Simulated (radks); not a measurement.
Task: Hg XLIV, 37 electrons, occupied as [Kr] 4d0.5 5p0.5 (fractional occupations, a model configuration). All-electron calculation, Dirac Kohn-Sham, OLYP, spin-unpolarised, spherical densities, point nucleus; open shells are shared between the two j in proportion to 2j + 1. Program: a radial shooting solver on a logarithmic mesh with Libxc functionals. Some entries of the table are withheld. Estimate them.

orbital      occ.  eigenvalue (eV)  <r> (bohr)  r(max) (bohr)
1s1/2           2        -85120.94     0.01659        0.01022
2s1/2           2        -16794.68     0.06918        0.05933
2p1/2           2              (1)     0.05689        0.04362
2p3/2           4              (2)     0.06553        0.05109
3s1/2           2        -5501.623      0.1779         0.1660
3p1/2           2              (3)      0.1681         0.1548
3p3/2           4              (4)      0.1831         0.1695
3d3/2           4        -4373.296      0.1589         0.1316
3d5/2           6        -4276.913      0.1635         0.1356
4s1/2           2        -2533.964      0.3599         0.3547
4p1/2           2        -2420.124      0.3560         0.3497
4p3/2           4        -2277.460      0.3781         0.3733
4d3/2         0.2        -2098.179      0.3655         0.3559
4d5/2         0.3        -2067.601      0.3716         0.3624
4f5/2           0        -1859.786         (5)         0.2967
4f7/2           0        -1850.757         (6)         0.2992
5s1/2           0        -1446.097      0.6184         0.6360
5p1/2    0.166667        -1391.766      0.6212         0.6393
5p3/2    0.333333        -1330.487      0.6513         0.6724
5d3/2           0        -1245.448      0.6507            (7)
5d5/2           0        -1232.013      0.6588            (8)
6p1/2           0        -916.5883      0.9575          1.025
6p3/2           0        -884.3364      0.9924          1.067

Result: 
(1) 2p1/2 eigenvalue (eV): -16198.79
(2) 2p3/2 eigenvalue (eV): -14249.57
(3) 3p1/2 eigenvalue (eV): -5240.061
(4) 3p3/2 eigenvalue (eV): -4794.792
(5) 4f5/2 <r> (bohr): 0.3400
(6) 4f7/2 <r> (bohr): 0.3427
(7) 5d3/2 r(max) (bohr): 0.6722
(8) 5d5/2 r(max) (bohr): 0.6811
